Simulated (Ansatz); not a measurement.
The first iterations of a band of BCl3 + H2S (7 atoms, charge 0, multiplicity 1).

All numbers below come from RKS PBE-D4/def2-SVP (Ansatz).

```json
{
  "movable images": "5",
  "climbing image": "yes",
  "spring": "5.0 eV/Å²",
  "optimiser": "fire",
  "start path": "through a guess of the saddle point",
  "force threshold": "0.05 eV/Å",
  "iteration limit": "60",
  "end points": "relaxed",
  "largest step": "0.5 Å"
}
```

Initial state:

```xyz
7
Properties=species:S:1:pos:R:3
B 0.047 0.378 -0.008
Cl -0.058 0.729 1.715
Cl 1.585 0.494 -0.835
Cl -1.432 0.102 -0.921
S 0.323 -2.853 0.662
H -0.972 -2.822 0.242
H -0.011 -2.278 1.848
```

Final state:

```xyz
7
Properties=species:S:1:pos:R:3
B 0.113 -0.649 -0.615
Cl -0.163 0.043 2.896
Cl 1.574 0.292 -0.851
Cl -1.454 -0.014 -1.085
S 0.311 -2.305 0.110
H -1.014 -2.625 0.107
H 0.114 -0.990 2.141
```

| iteration | highest image above the first end (eV) | largest band force component (eV/Å) |
| --- | --- | --- |
| 1 | 3.588 | 6.243 |
| 2 | 2.436 | 3.027 |
| 3 | 1.669 | 2.823 |
| 4 | 1.401 | 1.721 |
| 5 | 1.245 | 1.247 |
| 6 | 1.134 | 1.037 |
| 7 | 1.034 | 1.030 |
| 8 | 0.989 | 0.620 |
| 9 | 0.937 | 0.694 |
| 10 | 0.879 | 0.729 |
| 11 | 0.815 | 0.423 |
| 12 | 0.778 | 0.559 |
| 13 | 0.772 | 0.303 |
| 14 | 0.766 | 0.484 |
| 15 | 0.762 | 0.223 |
| 16 | 0.757 | 0.327 |
| 17 | 0.751 | 0.357 |
| 18 | 0.741 | 0.198 |

**Question.** Does the band converge within its limit, and where does its top end?

**Answer.** The forces met the threshold. It ended after 56 iterations with the highest image 0.643 eV above the first end. Another band between the same ends (5 images) ends at a top of the same energy, where a vibrational analysis finds 1 clearly imaginary mode. The orbitals stay closed-shell, which can raise the energy where a bond breaks towards radicals; this wasn't checked here.

Time of the run: 9.9 min on 2 threads of Intel(R) Xeon(R) Platinum 8259CL CPU @ 2.50GHz (Skylake/Cascade Lake) (shared host), peak memory 0.18 GiB.
